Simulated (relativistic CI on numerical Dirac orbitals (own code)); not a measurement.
# Cu⁴⁺ in a cubic cluster: 1s photoemission with charge transfer

Computed with a charge-transfer multiplet model of a cubic metal-ligand cluster with up to 3 ligand holes, Slater and spin-orbit integrals from Dirac-Coulomb-Breit ions, Slater integrals scaled by 0.7. The ground state mixes d7 with configurations of k ligand holes L, whose averages lie at kΔ + k(k − 1)U_dd/2; a core hole lowers each added d electron by U_cd. 300 K, Lorentzian 1.1 eV and Gaussian 0.6 eV FWHM.

Atomic integrals in eV (Slater integrals scaled, ζ unscaled), ground: F2dd 10.358, F4dd 6.495, zeta_d 0.120; with the core hole: F2dd 11.457, F4dd 7.209, zeta_d 0.161, G2cd 0.073.

Cluster parameters (eV): U_dd = 8.6, U_cd = 10.8, 10Dq = 0.3, 10Dq(ligand) = 1.1, V(eg) = 2.95, V(t2g) = -1.51, final-state hopping factor = 0.9.

Weights, n_d and S are thermal averages at 300 K. Binding energies count from the first peak over 30 % of the highest in each spectrum, which can be another peak from case to case. The parameters are a model scan and need not match a compound or its usual spin state. Peaks in eV (height, largest 100): 0.0 (100), 7.8 (43), 14.3 (35).

Which parameters give this spectrum?
A. Δ = -2.1 eV
B. Δ = -0.1 eV
C. Δ = 1.9 eV
D. Δ = -1.1 eV
E. Δ = 2.9 eV

C. Δ = 1.9 eV; the ground state then has 7.44 d electrons and S = 1.49. The choice follows from running the model for each set and comparing peak positions and heights.
